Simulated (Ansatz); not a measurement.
`C[N]=[Nb]([CH3])([NH2])[F]`, relaxed with RKS PBE0-D4/def2-TZVP in Ansatz 0.2.0 from a PBE-D4/def2-SVP geometry. The force threshold is 0.005 eV/Å; the program also tests the step.

Total charge 0; spin multiplicity 1. Nb takes the def2 core potential.

Start:

```xyz
14

C    -0.518   -1.829   -1.611
N    -0.445   -0.753   -0.683
Nb   -0.532    0.464    0.592
C     1.355    0.212    1.636
N    -0.426    2.184   -0.375
F    -1.967    0.231    1.829
H     0.355   -1.834   -2.303
H    -0.538   -2.816   -1.095
H    -1.439   -1.768   -2.236
H     1.461    0.995    2.422
H     1.365   -0.782    2.136
H     2.241    0.263    0.970
H    -0.343    2.348   -1.383
H    -0.569    3.084    0.103
```

Problem. By how much does the energy fall, and how many steps does the optimiser take? (An estimate is asked.)

Solution. Computed: 0.06 eV, in 52 steps, 10 of them rejected.

Problem. Which bonds change most? (An estimate is asked.)

Solution. Ansatz gave: N2–Nb3 from 1.765 to 1.743 Å; C1–H8 from 1.114 to 1.096 Å; C1–H7 from 1.114 to 1.096 Å; C1–H9 from 1.114 to 1.096 Å.

Problem. Give the relaxed structure. (An estimate is asked.)

Solution. The calculation gave: 
```xyz
14

C    -0.514   -1.822   -1.588
N    -0.457   -0.762   -0.645
Nb   -0.520    0.435    0.619
C     1.416    0.245    1.566
N    -0.541    2.154   -0.337
F    -1.891    0.138    1.897
H     0.473   -2.279   -1.715
H    -1.214   -2.603   -1.273
H    -0.839   -1.451   -2.566
H     1.537    1.013    2.340
H     1.490   -0.739    2.044
H     2.240    0.335    0.855
H    -0.511    2.299   -1.334
H    -0.670    3.039    0.137
```
